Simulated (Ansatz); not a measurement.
Relaxation of CH₇BClN (11 atoms, charge 0, multiplicity 1), to a largest force component of 0.03 eV/Å in at most 50 steps.

Computed with RKS PBE-D4/6-31G* in Ansatz.

```xyz
11
Properties=species:S:1:pos:R:3
B 0.043 -0.634 -0.117
H -0.588 0.885 1.636
H 1.144 -0.183 0.022
Cl -1.056 0.046 -1.339
N -0.397 -1.790 0.676
H -1.342 -2.152 0.542
C 0.381 -2.425 1.726
H 0.434 -3.520 1.587
H 1.407 -2.028 1.704
H -0.040 -2.227 2.733
H -0.681 0.188 1.758
```

Q: Where does it end, and by what steps?

A: It converged. The force dipped under the threshold on the way, but the program's further checks kept it going. After 23 steps the energy has fallen by 0.385 eV; H2 moved furthest, 1.29 Å.

```
step  energy less start (eV)  largest force component (eV/Å)  accepted
   0                  0.0000                           2.149       yes
   1                 -0.2301                           0.831       yes
   2                 -0.3107                           0.416       yes
   3                 -0.3487                           0.181       yes
   4                 -0.3374                           0.467        no
   5                 -0.3587                           0.145       yes
   6                 -0.3648                           0.199       yes
   7                 -0.3696                           0.041       yes
   8                 -0.3606                           0.755        no
   9                 -0.3738                           0.047       yes
  10                 -0.3717                           0.376        no
  11                 -0.3754                           0.040       yes
  12                 -0.3764                           0.106       yes
  13                 -0.3771                           0.179       yes
  14                 -0.3785                           0.079       yes
  15                 -0.3804                           0.107       yes
  16                 -0.3797                           0.169        no
  17                 -0.3823                           0.055       yes
  18                 -0.3828                           0.111       yes
  19                 -0.3833                           0.075       yes
  20                 -0.3839                           0.017       yes
  21                 -0.3842                           0.054       yes
  22                 -0.3843                           0.059       yes
  23                 -0.3846                           0.017       yes
```

```xyz
11
Properties=species:S:1:pos:R:3
B 0.223 -0.974 -0.492
H -1.119 0.841 2.809
H 1.409 -0.813 -0.592
Cl -0.858 -0.301 -1.745
N -0.328 -1.673 0.584
H -1.342 -1.795 0.633
C 0.414 -2.287 1.678
H 0.245 -3.379 1.715
H 1.489 -2.107 1.527
H 0.123 -1.855 2.653
H -0.951 0.502 2.159
```

Whether the end is a true minimum wasn't checked by a vibrational analysis.

Run time: 74 s on 1 thread of Arm Neoverse V1 (shared host), peak memory 0.14 GiB.
